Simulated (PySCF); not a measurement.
Run times: lutetium in x2c-TZVPall-2c with one added diffuse shell each of s, p, d type

Measured wall times of calculations with PySCF 2.14 in x2c-TZVPall-2c with one added diffuse shell each of s, p, d type (12s12p11d2f1g, 126 functions), with two-component X2C-1e, run from one Python driver. Hardware: 1 thread of Neoverse-N1 on a shared host, 3 GiB allowed. The two-electron integrals over 126 functions were computed once and kept in memory (23 CPU seconds with the set-up); the times below exclude them.

Launch command (the driver calls PySCF for each step listed in the task file):

```bash
OMP_NUM_THREADS=1 python sorun2.py TASK.json OUT
```

```csv
species,step,iterations,wall time (s)
Lu [Xe] 4f14 5d1 6s2,"GHF, screened spin-orbit",32,47
Lu [Xe] 4f14 5d1 6s2,"GMP2 (43 electrons), screened spin-orbit",,23
Lu⁺ [Xe] 4f14 6s2,"GHF, spin-free",5,10
Lu⁺ [Xe] 4f14 6s2,"GMP2 (42 electrons), spin-free",,20
Lu⁺ [Xe] 4f14 6s2,"GHF, screened spin-orbit",7,13
Lu⁺ [Xe] 4f14 6s2,"GMP2 (42 electrons), screened spin-orbit",,20
```

Peak memory of the process: 0.8 GiB. Times on a shared host vary from run to run.
